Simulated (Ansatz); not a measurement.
Mulliken charges of CH$_{3}$F$_{3}$SSiZn, SMILES `[CH3][Zn][S][Si](F)(F)F` from r2SCAN/def2-TZVPP in Ansatz (PBE0-D4/def2-TZVP geometry).

| atom | x (Å) | y (Å) | z (Å) | charge (e) |
| --- | --- | --- | --- | --- |
| C1 | 0.698 | -2.352 | 0.054 | -0.363 |
| Zn2 | 0.861 | -0.435 | 0.194 | 0.390 |
| S3 | 1.198 | 1.736 | 0.391 | -0.341 |
| Si4 | -0.754 | 2.218 | -0.075 | 0.916 |
| F5 | -0.885 | 3.118 | -1.361 | -0.285 |
| F6 | -1.498 | 2.990 | 1.079 | -0.285 |
| F7 | -1.607 | 0.903 | -0.358 | -0.298 |
| H8 | -0.032 | -2.604 | -0.717 | 0.093 |
| H9 | 1.657 | -2.801 | -0.211 | 0.086 |
| H10 | 0.363 | -2.774 | 1.003 | 0.088 |

Question: By hand: the dipole of these point charges (1 e Å = 4.8032 D).

Answer: Σ q r = (0.313, -0.613, 0.045) e Å, of length 0.690 e Å = 3.31 D.

Question: How does the dipole of the full density compare? (An estimate is asked.)

Answer: The calculation gave: (0.274, -0.556, 0.040) e Å, 2.98 D; the point charges give 1.11 times that, at 1° from its direction.

Point charges leave out the atoms' own dipoles, such as those of lone pairs, and Mulliken's split depends on the basis, so the close match here is no proof of good charges.
